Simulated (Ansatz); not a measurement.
Ansatz (a quantum-chemistry and plane-wave program) input:

Ansatz 0.2 input:
```yaml
crystal:
  periodic: [false, false, false]
  atoms:
    - {symbol: C, position_ang: [1.89428784, 0.15471199, -0.87438666]}
    - {symbol: C, position_ang: [1.17595150, 0.91917574, 0.02036565]}
    - {symbol: C, position_ang: [0.01910744, 0.55204153, 0.68973425]}
    - {symbol: C, position_ang: [-0.69551261, -0.75074187, 0.55317062]}
    - {symbol: C, position_ang: [-1.98704153, -0.62495429, -0.27073452]}
    - {symbol: H, position_ang: [2.78792719, 0.54354564, -1.34115268]}
    - {symbol: H, position_ang: [1.59751187, -0.84970255, -1.14313423]}
    - {symbol: H, position_ang: [1.55127151, 1.91821804, 0.22296279]}
    - {symbol: H, position_ang: [-0.43978595, 1.28722678, 1.34243776]}
    - {symbol: H, position_ang: [-0.95094912, -1.12604674, 1.54995801]}
    - {symbol: H, position_ang: [-0.04704815, -1.50076067, 0.09761285]}
    - {symbol: H, position_ang: [-2.66699847, 0.10308064, 0.17608268]}
    - {symbol: H, position_ang: [-1.76477763, -0.29407036, -1.28635128]}
    - {symbol: H, position_ang: [-2.50790692, -1.58288954, -0.32731182]}
basis:
  gaussian:
    orbitals: aug-cc-pVDZ
magnetization: {spin_polarized: true, initial_magnetization: 1}
correlation: {method: ccsd_t, electrons: outside_noble_gas}
output: {forces: true}
```

Problem. What final total energy does it print?

Solution. -195.34530 Eh (CCSD(T)/aug-cc-pVDZ). The basis has 196 functions.

It need not be the lowest isomer of its formula.

The determinant is spin-contaminated: <S^2> is 0.94 against 0.75 for a pure state.
